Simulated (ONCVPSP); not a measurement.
**An all-electron radial function and its pseudo partner (O (Z = 8))**

Columns: radius, all-electron u(r) and pseudo u(r) of the 2p shell (level -8.97 eV) of oxygen in the configuration [He] 2s2 2p4; PBEsol, scalar-relativistic, ONCV scheme, ONCVPSP 4.0.1.

```tsv
r (bohr)	all-electron	pseudo
0.075	0.0638	0.0258
0.150	0.1939	0.0993
0.225	0.3377	0.2104
0.300	0.4710	0.3444
0.375	0.5843	0.4847
0.450	0.6752	0.6161
0.525	0.7442	0.7265
0.600	0.7931	0.8092
0.675	0.8242	0.8619
0.750	0.8406	0.8873
0.825	0.8450	0.8904
0.900	0.8399	0.8775
0.975	0.8273	0.8547
1.050	0.8092	0.8266
1.125	0.7869	0.7965
1.200	0.7616	0.7660
1.275	0.7342	0.7359
1.350	0.7056	0.7060
1.425	0.6763	0.6764
1.500	0.6468	0.6468
1.575	0.6174	0.6173
1.650	0.5883	0.5883
1.725	0.5598	0.5598
1.800	0.5320	0.5320
1.875	0.5050	0.5050
1.950	0.4790	0.4790
```

Task: How many radial nodes do the two functions have?

Result: The all-electron 2p function has n − l − 1 = 0; the pseudo-wave has 0.

Task: At about which radius was the pseudo-wave matched?

Result: 1.50 bohr. The columns agree to 0.0005 from 1.35 bohr on; several derivatives are matched, so the curves merge somewhat inside the radius.

Task: Is the pseudo-wave norm-conserving?

Result: Yes: the ONCV scheme keeps the norm inside the radius equal to the all-electron one, which fixes the energy derivative of the logarithmic derivative at the level.
